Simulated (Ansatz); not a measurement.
Input file for Ansatz (a first-principles code): U-B3LYP-D3(BJ)/def2-TZVP on H2I2Zr (SMILES [I][ZrH2][I]), 2S+1 = 3, a spin state set in the input, which need not be the lowest. Elements past Kr take the def2 small-core potentials; no spin–orbit coupling.

Ansatz 0.2 input:
```yaml
crystal:
  periodic: [false, false, false]
  atoms:
    - {symbol: Zr, position_ang: [-0.33825079, -0.17615018, 0.22853449]}
    - {symbol: I, position_ang: [-0.28082367, 1.00541317, -2.37176586]}
    - {symbol: I, position_ang: [2.43110574, 0.24410861, 0.76571174]}
    - {symbol: H, position_ang: [-1.27061900, 0.92509368, 1.32587548]}
    - {symbol: H, position_ang: [-0.59508343, -1.96871872, -0.00557007]}
basis:
  gaussian:
    orbitals: def2-TZVP
hamiltonian:
  xc: b3lyp
  dispersion: d3bj
magnetization: {spin_polarized: true, initial_magnetization: 2}
relax: {f_tol: 0.005, max_steps: 120}
```

Program output:

```
WARN ansatz: RAYON_NUM_THREADS=4 ignored (pool sized by the plan → 4); use --threads N
Functional definition: B3LYP
integrals: 0.09 GiB planned
1265 factors; their error is unknown
mean field: 1.04 GiB planned
mean field evaluation 1: about -17517.4052 eV, gradient 1.7e1 eV
mean field evaluation 2: about -17511.0412 eV, gradient 3.2e1 eV
mean field evaluation 4: about -17519.5041 eV, gradient 3.1e0 eV
mean field evaluation 8: about -17519.6069 eV, gradient 3.6e-1 eV
mean field evaluation 16: about -17519.7922 eV, gradient 2.9e-1 eV
mean field evaluation 32: about -17517.3109 eV, gradient 1.3e1 eV
mean field evaluation 64: about -17520.1420 eV, gradient 4.1e0 eV
mean field -17520.24722664 eV, -643.8572099289 hartree, gradient 5.8e-6 eV, S^2 2.005249; 10 other end points of the search recorded, 0 dependent functions left out
the calculation of the forces begins
reference -17520.24749864 eV, -643.8572199246 hartree; 33, 31 occupied and 119, 121 virtual orbitals, 1265 factors
relax step   1: F+E_penalty+E_count = -17520.57831144 eV  Δ(F+E_penalty+E_count) = +0.000e0 eV  max|allowed force component| = 5.006e-1 eV/Å  Δτ_max = 0.0000 Å  (330 SCF iters, accepted)
these checks for a lower state are left out or cut short: starts, cluster_reference, orbital_swaps, neighbouring_geometries, increment
integrals: 0.09 GiB planned
1265 factors; their error is unknown
mean field: 1.05 GiB planned
mean field -17520.41606748 eV, -643.8634147154 hartree, gradient 6.6e-6 eV, S^2 2.005345; 0 other end points of the search recorded, 0 dependent functions left out
the calculation of the forces begins
reference -17520.41634372 eV, -643.8634248668 hartree; 33, 31 occupied and 119, 121 virtual orbitals, 1265 factors
relax step   2: F+E_penalty+E_count = -17520.75065408 eV  Δ(F+E_penalty+E_count) = -1.723e-1 eV  max|allowed force component| = 8.537e-1 eV/Å  Δτ_max = 0.1960 Å  (79 SCF iters, accepted)
these checks for a lower state are left out or cut short: starts, cluster_reference, orbital_swaps, neighbouring_geometries, increment
integrals: 0.09 GiB planned
1265 factors; their error is unknown
mean field: 1.05 GiB planned
mean field evaluation 96: about -17520.6486 eV, gradient 1.4e-4 eV
mean field -17520.64860578 eV, -643.8719603404 hartree, gradient 1.9e-6 eV, S^2 2.005079; 0 other end points of the search recorded, 0 dependent functions left out
the calculation of the forces begins
reference -17520.64887987 eV, -643.8719704128 hartree; 33, 31 occupied and 119, 121 virtual orbitals, 1265 factors
relax step   3: F+E_penalty+E_count = -17520.99820065 eV  Δ(F+E_penalty+E_count) = -2.475e-1 eV  max|allowed force component| = 4.042e-1 eV/Å  Δτ_max = 0.1953 Å  (74 SCF iters, accepted)
these checks for a lower state are left out or cut short: starts, cluster_reference, orbital_swaps, neighbouring_geometries, increment
integrals: 0.09 GiB planned
1265 factors; their error is unknown
mean field: 1.06 GiB planned
mean field -17520.77741154 eV, -643.8766938646 hartree, gradient 9.1e-7 eV, S^2 2.004658; 0 other end points of the search recorded, 0 dependent functions left out
the calculation of the forces begins
reference -17520.77768418 eV, -643.8767038841 hartree; 33, 31 occupied and 119, 121 virtual orbitals, 1265 factors
relax step   4: F+E_penalty+E_count = -17521.13748334 eV  Δ(F+E_penalty+E_count) = -1.393e-1 eV  max|allowed force component| = 7.280e-2 eV/Å  Δτ_max = 0.1947 Å  (104 SCF iters, accepted)
these checks for a lower state are left out or cut short: starts, cluster_reference, orbital_swaps, neighbouring_geometries, increment
integrals: 0.09 GiB planned
1265 factors; their error is unknown
mean field: 1.06 GiB planned
mean field -17520.78609019 eV, -643.8770127991 hartree, gradient 1.8e-5 eV, S^2 2.004570; 0 other end points of the search recorded, 0 dependent functions left out
the calculation of the forces begins
reference -17520.78636354 eV, -643.8770228445 hartree; 33, 31 occupied and 119, 121 virtual orbitals, 1265 factors
relax step   5: F+E_penalty+E_count = -17521.14576127 eV  Δ(F+E_penalty+E_count) = -8.278e-3 eV  max|allowed force component| = 4.116e-2 eV/Å  Δτ_max = 0.0549 Å  (66 SCF iters, accepted)
these checks for a lower state are left out or cut short: starts, cluster_reference, orbital_swaps, neighbouring_geometries, increment
integrals: 0.09 GiB planned
1265 factors; their error is unknown
mean field: 1.06 GiB planned
mean field evaluation 128: about -17520.3375 eV, gradient 7.6e-1 eV
mean field -17520.78717794 eV, -643.8770527734 hartree, gradient 1.5e-5 eV, S^2 2.004585; 0 other end points of the search recorded, 0 dependent functions left out
the calculation of the forces begins
reference -17520.78745144 eV, -643.8770628243 hartree; 33, 31 occupied and 119, 121 virtual orbitals, 1265 factors
relax step   6: F+E_penalty+E_count = -17521.14625895 eV  Δ(F+E_penalty+E_count) = -4.977e-4 eV  max|allowed force component| = 7.921e-3 eV/Å  Δτ_max = 0.0098 Å  (65 SCF iters, accepted)
these checks for a lower state are left out or cut short: starts, cluster_reference, orbital_swaps, neighbouring_geometries, increment
integrals: 0.09 GiB planned
1265 factors; their error is unknown
mean field: 1.06 GiB planned
mean field -17520.78714329 eV, -643.8770514998 hartree, gradient 1.8e-5 eV, S^2 2.004582; 0 other end points of the search recorded, 0 dependent functions left out
the calculation of the forces begins
reference -17520.78741677 eV, -643.8770615499 hartree; 33, 31 occupied and 119, 121 virtual orbitals, 1265 factors
relax step   7: F+E_penalty+E_count = -17521.14629254 eV  Δ(F+E_penalty+E_count) = -3.359e-5 eV  max|allowed force component| = 5.897e-4 eV/Å  Δτ_max = 0.0049 Å  (69 SCF iters, accepted)
integrals: 0.09 GiB planned
1265 factors; their error is unknown
mean field: 1.06 GiB planned
mean field evaluation 160: about -17520.3378 eV, gradient 1.2e-1 eV
mean field evaluation 192: about -17520.3029 eV, gradient 2.6e0 eV
mean field -17520.78714329 eV, -643.8770514998 hartree, gradient 1.3e-5 eV, S^2 2.004582; 7 other end points of the search recorded, 0 dependent functions left out
the calculation of the forces begins
reference -17520.78741677 eV, -643.8770615499 hartree; 33, 31 occupied and 119, 121 virtual orbitals, 1265 factors
Total energy: -17521.14656601 eV, -643.8902600414 hartree
Atom 0 at    -0.424318    -0.229457     0.289523 Å, force    -0.000590    -0.000384     0.000472 eV/Å
Atom 1 at     0.293100     1.076828    -2.202946 Å, force    -0.000052     0.000561    -0.000081 eV/Å
Atom 2 at     2.391622     0.475830     0.210229 Å, force     0.000493    -0.000294    -0.000188 eV/Å
Atom 3 at    -1.487523     0.751020     1.462378 Å, force    -0.000216     0.000183    -0.000460 eV/Å
Atom 4 at    -0.826553    -2.044474     0.183602 Å, force     0.000365    -0.000067     0.000256 eV/Å
Dipole moment:     0.105274     0.059987    -0.076703 e Å
```

Self-consistency was reached.

Cost: about 6 core-minutes (a rough figure).
